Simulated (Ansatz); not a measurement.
Basis-set extrapolation for H9PSi3 (`[SiH3]P([SiH3])[SiH3]`) (PBE0-D4/def2-TZVP geometry, frozen core, the Gaussian-basis code of Ansatz). Multiplicity 1, RHF reference.

|  | def2-TZVPP | def2-QZVPP |
| --- | --- | --- |
| HF | -1212.831165 | -1212.867902 |
| MP2 correlation | -0.548053 | -0.588669 |
| CCSD(T) correlation | -0.651614 | not run |

Energies in hartree. Use E(X) = E(∞) + A·exp(−7.88·√X) for Hartree–Fock and E(X) = E(∞) + B·X^(−2.97) for correlation, with X = 3 and 4, and add CCSD(T) minus MP2 of the smaller set to the MP2 limit.

Question: What is the CCSD(T) energy at the basis-set limit?

Answer: HF limit: -1212.867902 + (-0.036737) × 0.13774 = -1212.87296. MP2 limit: -0.588669 + (-0.040616) × 0.74074 = -0.61875. Higher-order term: -0.651614 − (-0.548053) = -0.10356. Total: -1213.59527 hartree, 70.6 kcal/mol below CCSD(T)/def2-TZVPP.
